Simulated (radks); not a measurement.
Values are calculated unless marked as measured or tabulated.
V XXII, configuration [He] (the NIST ground configuration).

Code: a radial shooting solver on a logarithmic mesh with Libxc functionals. Model: scalar-relativistic Kohn-Sham, exchange-only LDA, spin-polarised, spherical densities, point nucleus.

Energy parts (hartree):
total: -516.34348
kinetic: 523.61027
electron-nucleus: -1056.23547
Hartree: 28.52508
exchange: -12.24336

Orbitals (lengths in bohr, moments of r in powers of bohr):
orbital,occ.,eigenvalue (hartree),<r>
1s,2,-245.9498,0.06588

The highest occupied level is 1s at -6692.6 eV. For comparison, the ionisation energy in NIST's Atomic Spectra Database is 6851.3 eV (theoretical). In exact Kohn-Sham theory the highest level is minus the ionisation energy, but local and semilocal functionals leave it too shallow, through self-interaction and a potential that decays too fast; potentials with the right tail come closer. Summed over all electrons, <r^2> = 0.01163 bohr^2, which gives a Langevin (diamagnetic) susceptibility term of -0.00921 x 10^-6 cm^3/mol. The density falls to 0.001 e/bohr^3 at r = 0.35 bohr.
